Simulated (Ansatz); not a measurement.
Reactions of C$_{2}$H$_{7}$NO (`CNCO`).

Isolated molecules relaxed with PBE0-D4/def2-TZVP in Ansatz; ΔE leaves out vibrations. CCSD(T)/CBS adds triple-zeta CCSD(T) − MP2 to the extrapolated MP2 energy (def2 sets, frozen cores). This one scheme is used for every species. Functionals use def2-TZVPP. B3LYP here is the variant with VWN-RPA as its local correlation; programs differ in this. Each species was taken in one conformer, which may not be the lowest.

```
                                   reaction  B3LYP-D4 (kcal/mol)  ωB97M-V (kcal/mol)  CCSD/CBS(def2) (kcal/mol)
`CNCO` + `O[SiH2]F` → `OCO[SiH2]F` + CH₃NH₂                  3.0                 3.7                        4.2
        `CNCO` + `N=CS` → `N=CSCO` + CH₃NH₂                 -2.0                -1.3                       -1.2
            `CNCO` + CH₃NH₂ → `CNCNC` + H₂O                 -2.9                -3.1                       -4.0
    `CNCO` + `[SiH3]S` → `CNCS[SiH3]` + H₂O                 -5.9                -4.7                       -5.7
```

**Question.** Give the CCSD(T)/CBS values in the same order. (Estimate.)

**Answer.** The calculation gave: 4.4, -2.1, -4.4, -6.9 kcal/mol.

Largest T1 diagnostic: 0.014, for `N=CS`.
